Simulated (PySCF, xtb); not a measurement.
Al(Cl)2(OEt) (C2H5AlCl2O), SMILES CC[O][Al]([Cl])[Cl]. One conformer was computed; it need not be the lowest.

Harmonic wavenumbers (cm⁻¹) from xtb 6.7.1 with GFN2-xTB at its own minimum, in rising order: 19, 50, 114, 133, 145, 220, 273, 387, 436, 628, 689, 832, 987, 1091, 1146, 1210, 1253, 1332, 1398, 1473, 1476, 1490, 2906, 2923, 3035, 3037, 3045.

Task: What does PBE0-D3(BJ)/def2-SVP (PySCF) give at its own minimum? (The exact figures need the calculation; the answer reports its results.)

Result: 29, 62, 67, 147, 207, 228, 296, 419, 449, 634, 760, 808, 961, 1113, 1175, 1248, 1312, 1375, 1416, 1457, 1473, 1504, 3032, 3052, 3088, 3150, 3158. Paired by order, the mean absolute difference is 42 cm⁻¹ and the zero-point energies are 45.4 and 46.6 kcal/mol.
